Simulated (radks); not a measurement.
Question: Sn11+, 39 electrons, occupied as [Kr] 4d3 (the NIST ground configuration). Calculated with a radial shooting solver on a logarithmic mesh with Libxc functionals: scalar-relativistic Kohn-Sham, r2SCAN, spin-polarised, spherical densities, finite nucleus; open shells are filled with parallel spins first (spin-orbit coupling, left out, can overturn this in heavy ions); meta-GGA in the generalised Kohn-Sham scheme; Fermi nuclear charge, rms radius 4.6519 fm. Some entries of the table are withheld. Estimate them.

orbital  occ.  eigenvalue (eV)  <1/r> (bohr^-1)  <r^2> (bohr^2)
1s down     1        -29294.75            53.08        0.001143
1s up       1        -29294.73            53.08        0.001143
2s up       1        -4633.030            12.13         0.01856
2s down     1        -4631.322            12.13         0.01855
2p up       3        -4179.615            11.65         0.01466
2p down     3        -4178.345            11.65         0.01466
3s up       1        -1078.589            4.329          0.1304
3s down     1        -1078.171            4.327          0.1303
3p up       3        -929.4192            4.117          0.1310
3p down     3        -928.8053            4.116          0.1309
3d up       5        -701.2064            3.883          0.1159
3d down     5        -699.9120            3.881          0.1159
4s up       1              (1)              (2)          0.6814
4s down     1              (3)              (4)          0.6809
4p up       3        -295.1752            1.663          0.7589
4p down     3        -289.5144            1.666          0.7587
4d up       3        -221.6995            1.470          0.9124
4d down     0        -215.8862            1.473          0.9121

Answer: 
(1) 4s up eigenvalue (eV): -343.6983
(2) 4s up <1/r> (bohr^-1): 1.784
(3) 4s down eigenvalue (eV): -338.1380
(4) 4s down <1/r> (bohr^-1): 1.788
